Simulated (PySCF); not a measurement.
Correlation energy of Fe¹⁰⁺ (iron, charge +10)

[Ne] 3s2 3p4, high-spin 3P determinant. Calculation: PySCF 2.14, in an even-tempered Gaussian basis (18 s from 0.4 bohr⁻², ratio 2.5; 12 p from 0.52 bohr⁻², ratio 2.5; 5 d from 4.4 bohr⁻², ratio 2.7; 4 f from 6.5 bohr⁻², ratio 2.7); the non-relativistic Hamiltonian (point nucleus). Frozen: 1s2; 14 electrons correlated; the 21 highest virtual orbitals of each spin left out.

MP2 pair energies summed by pair of shells (mhartree):

| pair | energy | share (%) |
| --- | --- | --- |
| 2p-2p | -188.15 | 37.3 |
| 3s-3p | -68.28 | 13.5 |
| 3p-3p | -67.31 | 13.3 |
| 2p-3p | -63.81 | 12.6 |
| 2s-2p | -55.22 | 10.9 |
| 2p-3s | -24.87 | 4.9 |
| 2s-3p | -11.85 | 2.3 |
| 2s-2s | -10.03 | 2.0 |
| 3s-3s | -9.98 | 2.0 |
| 2s-3s | -5.17 | 1.0 |

Total MP2 correlation energy: -504.68 mhartree.

Same-spin part -135.64 and opposite-spin part -369.03 mhartree; SCS-MP2 scales them by 1/3 and 6/5 to -488.05 mhartree.
